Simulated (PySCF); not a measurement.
Species: C6H9F.
SMILES with atom numbers: `[CH2:1]=[C:2]1[CH2:3][CH2:4][C@@H:5]1[CH2:6][F:7]`

Definitions: NICS(0) = −σiso at the ring centroid; NICS(1) = −σiso and NICS(1)zz = −σzz at ±1 Å along the ring normal z. Level: GIAO B97-2/pcSseg-1 (PySCF, non-relativistic, gas phase) on the PBE0-D3(BJ)/def2-SVP geometry, one conformer.

Ring bond lengths (Å): C2–C3 1.514, C3–C4 1.549, C4–C5 1.550, C5–C2 1.518.

Question: What do the NICS probes read (ppm)?

Answer: 
| ring | type | NICS(0) | NICS(1), two faces | NICS(1)zz, two faces | rms pucker (Å) | centre to ring atoms, mean (Å) |
| --- | --- | --- | --- | --- | --- | --- |
| C2–C3–C4–C5 | 4-membered carbocycle; formal bonds all single | 3.5 | -0.4 / -0.3 | 3.4 / 2.5 | 0.00 | 1.08 |

Question: What do they say, and how far can they be read as aromaticity?

Answer: 
- C2–C3–C4–C5: mean NICS(1)zz 2.9 ppm, near zero. C3, C4, C5 have four or more neighbours; no verdict on aromaticity is drawn.

Question: At the second NICS(1) probe listed for ring C2–C3–C4–C5, 1 Å off the ring, how large is the induced field along the normal in 7.05 T applied along it?

Answer: NICSzz × B0 = 2.5 ppm × 7.05 T = 18 μT, along the applied field.

Question: How do the values depend on the level or the medium?

Answer: 
```csv
level,"NICS(0), C2–C3–C4–C5","mean NICS(1)zz, C2–C3–C4–C5"
"B97-2/pcSseg-1, gas",3.5,2.9
"PBE0/pcSseg-1, gas",3.5,3.0
"PBE0/pcSseg-1, IEF-PCM chloroform",3.6,3.0
"PBE0/pcSseg-1, IEF-PCM methanol",3.6,3.0
```

The geometry is the same throughout; the continuum's cavity takes Bondi-type radii × 1.2.

Time: 14 s; peak memory 0.78 GiB. Hardware: an Intel Xeon 6975P-C with one thread, shared host with 192 logical CPUs at a one-minute load of 80. This is the whole shielding run at B97-2/pcSseg-1, SCF included.

Conformer computed: `[CH2:1]=[C:2]1[CH2:3][CH2:4][C@@H:5]1[CH2:6][F:7]`: C4–C5–C6–F7 70°.
